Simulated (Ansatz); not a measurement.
Harmonic frequencies (cm⁻¹) at PBE0-D4/def2-TZVP from Ansatz: 106, 175, 186, 493, 518, 598, 604, 717, 763, 786, 934, 938, 957, 986, 1135, 1936, 1952, 2197, 2206, 2234, 3585.

(1) Which molecule is it?
A. `N[SiH2][AlH2]`
B. `[AlH2][NH][SiH3]`
C. `OB(O)BS`
D. `[NH2][AlH][SiH3]`

Results:

(1) B.
